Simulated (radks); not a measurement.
Valence configurations of Dy III (all share [Xe]). All-electron calculation, scalar-relativistic Kohn-Sham, LDA (Slater exchange, Perdew-Wang correlation), spin-polarised, spherical densities, point nucleus; open shells are filled with parallel spins first (spin-orbit coupling, left out, can overturn this in heavy ions). Program: a radial shooting solver on a logarithmic mesh with Libxc functionals. Energies are relative to 4f10; eigenvalues in eV for spin up.

[
 {"valence": "4f10", "E (eV)": "0.000", "moment (Bohr magnetons)": "4", "e(4f)": "-18.565", "e(5d)": "-", "e(6p)": "-", "e(6s)": "-"},
 {"valence": "4f9.5 6p0.5", "E (eV)": "3.456", "moment (Bohr magnetons)": "5", "e(4f)": "-23.594", "e(5d)": "-", "e(6p)": "-11.896", "e(6s)": "-"},
 {"valence": "4f9 5d1", "E (eV)": "3.506", "moment (Bohr magnetons)": "6", "e(4f)": "-25.076", "e(5d)": "-15.905", "e(6p)": "-", "e(6s)": "-"},
 {"valence": "4f9 6s1", "E (eV)": "3.647", "moment (Bohr magnetons)": "6", "e(4f)": "-27.725", "e(5d)": "-", "e(6p)": "-", "e(6s)": "-17.352"},
 {"valence": "4f9 6p1", "E (eV)": "8.576", "moment (Bohr magnetons)": "6", "e(4f)": "-28.978", "e(5d)": "-", "e(6p)": "-13.081", "e(6s)": "-"},
 {"valence": "4f8 5d2", "E (eV)": "10.959", "moment (Bohr magnetons)": "8", "e(4f)": "-32.439", "e(5d)": "-17.729", "e(6p)": "-", "e(6s)": "-"},
 {"valence": "4f8 6p2", "E (eV)": "24.878", "moment (Bohr magnetons)": "8", "e(4f)": "-40.680", "e(5d)": "-", "e(6p)": "-15.088", "e(6s)": "-"}
]

NIST lists [Xe] 4f10 as the ground configuration; this level of theory agrees among the configurations tried. The energies are those of spherical high-spin densities, not of single terms.
